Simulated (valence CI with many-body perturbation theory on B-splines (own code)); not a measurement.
## Basis-set convergence for La⁵¹⁺

Computed by configuration interaction combined with many-body perturbation theory (CI+MBPT): four valence electrons over a frozen Dirac-Fock core [He], radial functions for each j: 9 s, 9 p, 8 d, 6 f, 3 g, 1 h, with the one-electron correlation potential Σ1, the two-electron term Σ2, the three-electron term Σ3, Breit, model QED; selected CI, second order for the rest, scaled by the run's own slope (own B-spline code, finite nucleus).

The last digits are not significant, and no measured levels were compared; by estimate large intervals hold to a few tenths of a per cent, small ones and those within an open d or f shell to about a per cent.

The reference run has the lowest level (2s^2 2p1/2^2) J=0 and an ionisation energy of 10137.1 eV. Its largest variational space holds 20000 state functions.

Levels are named by their leading jj configuration (3d3/2^4 stands for four electrons in 3d with j = 3/2), which in mixed levels can hold well under half, so a name can repeat and another be missing. Letters in brackets count levels of one name in rising energy.

Changed runs:
A. basis 6 s, 6 p, 5 d, 3 f, 1 g
B. basis 5 s, 5 p, 4 d, 2 f

Excitation energies of the reference run in cm⁻¹, and shifts in cm⁻¹:

```tsv
Level	Reference	A	B
(2s^2 2p1/2 2p3/2) J=1	3435190	-42	-227
(2s^2 2p1/2 2p3/2) J=2	3566650	+88	+122
(2s 2p1/2^2 2p3/2) J=2	5059390	-77	-303
(2s 2p1/2^2 2p3/2) J=1	5579730	+50	+201
(2s^2 2p3/2^2) J=2	7112750	+14	-98
(2s^2 2p3/2^2) J=0	7464580	+23	+151
(2s 2p1/2 2p3/2^2) J=2 [a]	8346180	-163	-609
(2s 2p1/2 2p3/2^2) J=3	8643280	+60	-33
(2s 2p1/2 2p3/2^2) J=0	8969200	-59	-42
(2s 2p1/2 2p3/2^2) J=1 [a]	9098910	+17	+22
(2s 2p1/2 2p3/2^2) J=2 [b]	9181510	+145	+363
(2s 2p1/2 2p3/2^2) J=1 [b]	9208180	+54	+221
Ionisation energy (eV)	10137.1	-0.011	-0.089
```
